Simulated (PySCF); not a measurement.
Bond energies at MP2/def2-SVP beside a composite method

PySCF, lowest determinants of a PBE0 search. The composite is CCSD(T) extrapolated to the basis-set limit from two correlation-consistent sets, with core-valence (CV) and scalar-relativistic (SR) terms as its label shows; it has no spin–orbit coupling and nothing beyond (T).

| species | state (unpaired electrons) | De MP2 (eV) | De composite (eV) | composite | dissociates to |
| --- | --- | --- | --- | --- | --- |
| CsK | singlet (closed shell) | 0.30 | 0.50 | CCSD(T)/CBS(DT) | Cs + K |
| SnCl⁺ | singlet (closed shell) | 3.85 | 4.20 | CCSD(T)/CBS(DT)+CV | Sn⁺ + Cl |
| SiP | doublet (π ↑) | 2.89 | 3.75 | CCSD(T)/CBS(TQ)+CV+SR | Si + P |
| PH | triplet (π ↑↑) | 2.67 | 3.19 | CCSD(T)/CBS(TQ)+CV+SR | P + H |
| AlH | singlet (closed shell) | 2.87 | 3.19 | CCSD(T)/CBS(TQ)+CV+SR | Al + H |
| PbCl | doublet (π ↑) | 3.24 | 3.73 | CCSD(T)/CBS(DT) | Pb + Cl |
| GeCl⁺ | singlet (closed shell) | 4.37 | 4.62 | CCSD(T)/CBS(DT)+CV | Ge⁺ + Cl |
| PbN | doublet (π ↑) | 1.43 | 2.31 | CCSD(T)/CBS(DT) | Pb + N |

Task: Does MP2 bind more or less than the composite, by how much on average, and where is the difference largest?

Result: MP2/def2-SVP binds less on average, method and basis taken together: the mean signed difference is -0.48 eV and the mean absolute one 0.48 eV; it is largest for PbN (-0.88 eV).

The molecules are drawn from runs that passed checks on state, spin purity and fit, so the hardest cases are missing and the errors look smaller than over all diatomics.

Correlated steps freeze the inner cores (5 to 28 orbitals); shallow outer-core shells are correlated. UHF and ROHF references stand side by side, which adds small steps between rows. Weak bonds: CsK. Basis-set superposition, not corrected here, can be much of De in a small basis, most of all at correlated wavefunction levels. These are scalar-relativistic numbers at best; spin–orbit coupling would shift them, the dissociation energy most. For an ion De counts to the pair picked by the measured ionisation energies or electron affinities, which need not be the lowest pair at this level. Where the molecule has an RHF reference, its open-shell atoms are computed with UHF. The CCSD T1 diagnostic is raised in PbN, a sign that a single reference may not be enough there. States were picked by a PBE0 search and need not be the measured ground states.
